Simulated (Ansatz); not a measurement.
Several settings on one geometry of Sn(eta1-allyl)H3 (C₃H₈Sn) (that of the charge 0 singlet, PBE-D4/def2-SVP). Ansatz on 4 threads of Arm Neoverse V1 on a shared host; times are rough.

```xyz
12

Sn   -0.087   -0.721   -1.783
C    -0.110   -0.791    0.417
C     0.517    0.433    0.990
C    -0.140    1.470    1.548
H     0.438   -1.716    0.693
H    -1.171   -0.904    0.719
H     1.620    0.487    0.917
H    -1.239    1.471    1.645
H     0.398    2.351    1.929
H     1.529   -0.411   -2.320
H    -1.124    0.559   -2.309
H    -0.631   -2.228   -2.446
```

Totals from different functionals, basis sets or treatments of relativity can't be compared as stabilities.

In the def2 sets Sn takes a core potential; there is no spin–orbit coupling.

The spins typed aren't always the lowest for that charge.

Problem. Give the basis size and estimate the energy, ⟨S²⟩, dipole and time of these runs.

```json
{"run": "1", "method": "RKS r2SCAN0-D4/STO-3G", "charge": "0", "state": "singlet", "further keys": "scf: {lower_state_search: off}; forces asked"}
{"run": "2", "method": "RKS r2SCAN0/STO-3G", "charge": "0", "state": "singlet", "further keys": "scf: {omitted_lower_state_checks: [starts]}"}
{"run": "3", "method": "UKS BHLYP-D3(BJ)-ATM/STO-3G", "charge": "-1", "state": "doublet", "further keys": "scf: {lower_state_search: light}; forces asked"}
{"run": "4", "method": "UKS ωB97X/def2-mTZVPP", "charge": "0", "state": "triplet", "further keys": "fitting: {mean_field: def2-universal-jkfit}; scf: {omitted_lower_state_checks: [starts]}; forces asked"}
```

Solution. 
```
run  functions  energy (Eh)  ⟨S²⟩  dipole (D)  wall time
  1         50   -6083.2363     –        0.84      1.4 s
  2         50   -6083.2338     –           –      1.6 s
  3         50   -6082.8895  0.75           –      1.6 s
  4        133    -333.2723  2.01        0.48        8 s
```

The highest occupied level of an anion often lies above zero with these methods, and sets without diffuse functions describe the outer electron poorly.
